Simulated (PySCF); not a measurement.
C11H12.
Bonds: C1–C2 (double), C2–C3 (aromatic), C3–C4 (aromatic), C4–C5 (aromatic), C5–C6 (aromatic), C6–C7, C7–C8, C8–C9, C6–C10 (aromatic), C10–C11 (aromatic), C2–C11 (aromatic), C7–C9. Hydrogens: H12, H13 on C1; H14 on C3; H15 on C4; H16 on C5; H17 on C7; H18, H19 on C8; H20, H21 on C9; H22 on C10; H23 on C11.

The same species was optimised twice, with GFN2-xTB and with PBE0-D3(BJ)/def2-SVP (PySCF), and the same property calculations (PySCF, gas phase) were run on both structures.

| coordinate | GFN2-xTB | PBE0-D3(BJ)/def2-SVP | change |
| --- | --- | --- | --- |
| C1=C2 (Å) | 1.346 | 1.357 | +0.011 |
| C10–C11 (Å) | 1.343 | 1.353 | +0.010 |
| C3–C4 (Å) | 1.345 | 1.355 | +0.010 |
| C4–C5 (Å) | 1.431 | 1.441 | +0.010 |
| C6–C10 (Å) | 1.445 | 1.454 | +0.009 |
| C2–C11 (Å) | 1.452 | 1.461 | +0.009 |
| C2–C3 (Å) | 1.450 | 1.459 | +0.009 |
| C6–C7 (Å) | 1.484 | 1.492 | +0.008 |
| C5–C6 (Å) | 1.355 | 1.362 | +0.007 |
| C8–C9 (Å) | 1.491 | 1.489 | -0.002 |
| C7–C9 (Å) | 1.509 | 1.509 | 0.000 |
| C7–C8 (Å) | 1.509 | 1.509 | 0.000 |
| C3–C2–C11 (°) | 122.1 | 121.3 | -0.8 |
| C3–C4–C5 (°) | 130.4 | 131.1 | +0.7 |
| C5–C6–C10 (°) | 125.3 | 124.6 | -0.7 |
| C6–C10–C11 (°) | 130.9 | 131.5 | +0.6 |
| C1–C2–C3 (°) | 119.1 | 119.7 | +0.6 |
| C5–C6–C7 (°) | 120.1 | 120.7 | +0.6 |
| C2–C11–C10 (°) | 131.5 | 131.9 | +0.4 |
| C4–C5–C6 (°) | 129.4 | 129.2 | -0.2 |
| C5–C6–C7–C8 (°) | -35 | -35 | 0 |

Rotational constants: A = 2975, B = 645.0, C = 553.2 MHz (GFN2-xTB) against A = 2956, B = 634.6, C = 544.8 MHz (PBE0-D3(BJ)/def2-SVP). Atoms that the bonding makes alike are paired by their places after alignment.

On the GFN2-xTB structure: HOMO (eV) -5.34 [PBE0/pcSseg-1]; LUMO (eV) -1.76 [PBE0/pcSseg-1]; dipole (D) 1.52 [PBE0/pcSseg-1]; GIAO shielding of C1 (ppm) 73.9 [PBE0/pcSseg-1]; GIAO shielding of C2 (ppm) 32.9 [PBE0/pcSseg-1]; GIAO shielding of C3 (ppm) 42.8 [PBE0/pcSseg-1]; GIAO shielding of C4 (ppm) 53.5 [PBE0/pcSseg-1]; GIAO shielding of C5 (ppm) 60.6 [PBE0/pcSseg-1]; GIAO shielding of C6 (ppm) 30.0 [PBE0/pcSseg-1]; GIAO shielding of C7 (ppm) 166.4 [PBE0/pcSseg-1]; GIAO shielding of C8/C9 (mean) (ppm) 171.8 [PBE0/pcSseg-1].

What do these properties become on the PBE0-D3(BJ)/def2-SVP structure?

| property | level | on GFN2-xTB | on PBE0-D3(BJ)/def2-SVP | change |
| --- | --- | --- | --- | --- |
| HOMO (eV) | PBE0/pcSseg-1 | -5.34 | -5.36 | -0.02 |
| LUMO (eV) | PBE0/pcSseg-1 | -1.76 | -1.79 | -0.03 |
| dipole (D) | PBE0/pcSseg-1 | 1.52 | 1.54 | +0.02 |
| energy, GFN2-xTB geometry as zero (kcal/mol) | PBE0/pcSseg-1 | 0.0 | -0.5 | -0.5 |
| GIAO shielding of C1 (ppm) | PBE0/pcSseg-1 | 73.9 | 71.6 | -2.3 |
| GIAO shielding of C2 (ppm) | PBE0/pcSseg-1 | 32.9 | 30.8 | -2.1 |
| GIAO shielding of C3 (ppm) | PBE0/pcSseg-1 | 42.8 | 40.7 | -2.1 |
| GIAO shielding of C4 (ppm) | PBE0/pcSseg-1 | 53.5 | 51.3 | -2.2 |
| GIAO shielding of C5 (ppm) | PBE0/pcSseg-1 | 60.6 | 59.0 | -1.6 |
| GIAO shielding of C6 (ppm) | PBE0/pcSseg-1 | 30.0 | 27.5 | -2.5 |
| GIAO shielding of C7 (ppm) | PBE0/pcSseg-1 | 166.4 | 165.4 | -1.0 |
| GIAO shielding of C8/C9 (mean) (ppm) | PBE0/pcSseg-1 | 171.8 | 169.7 | -2.1 |

The heavy atoms differ by 0.026 Å rms after alignment (one structure mirrored). Among bonds between heavy atoms C1=C2, C3–C4, C4–C5 and C10–C11 change most and about equally (+0.010 to +0.011 Å). Changes are differences of the printed values. Neither structure is proved a minimum here.

Shape of the structure used: `[CH2:1]=[C:2]1[CH:3]=[CH:4][CH:5]=[C:6]([CH:7]2[CH2:8][CH2:9]2)[CH:10]=[CH:11]1`: C5–C6–C7–C8 -35°.
